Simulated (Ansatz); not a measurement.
SiTe₂⁻. The state is a doublet with charge -1. Geometry r2SCAN-D4/def2-TZVP, that of the neutral singlet; atoms count from 1.

```xyz
3

Si    0.277   -0.937    0.967
Te    0.831   -0.102   -1.314
Te   -1.107    1.039    0.346
```

In the def2 sets Te takes a core potential; there is no spin–orbit coupling. The highest occupied level of the charge -1 doublet lies above zero (up to 0.30 eV). By energy differences its removal costs 1.31 eV (vertical, to the charge 0 singlet, at PBE0-D4/def2-TZVPD); a positive level beside a positive removal energy at the same level points to self-interaction error. The structure comes from a short search, and lower isomers may exist.

(1) Estimate the Mulliken populations from the PBE0/def2-TZVPD orbitals of Ansatz.

(2) Where does the spin sit?

(3) And the Mayer bond orders between bonded heavy atoms (over 0.3)?

## Answers

(1) 
```tsv
atom	charge (e)	spin (α − β)
Si1	-0.56	0.92
Te2	-0.22	0.04
Te3	-0.22	0.04
```
Mulliken values and Mayer orders depend strongly on the basis. With diffuse functions, as here, like atoms can get unlike values, and bond orders can come out too low or too high.

(2) Summed by element: Si 0.92, Te 0.08, of 1 unpaired in all. Largest on single atoms: Si1 0.92, Te2 0.04, Te3 0.04.

(3) Si1–Te2 0.96 (2.49 Å); Si1–Te3 0.96 (2.49 Å); Te2–Te3 0.96 (2.80 Å).
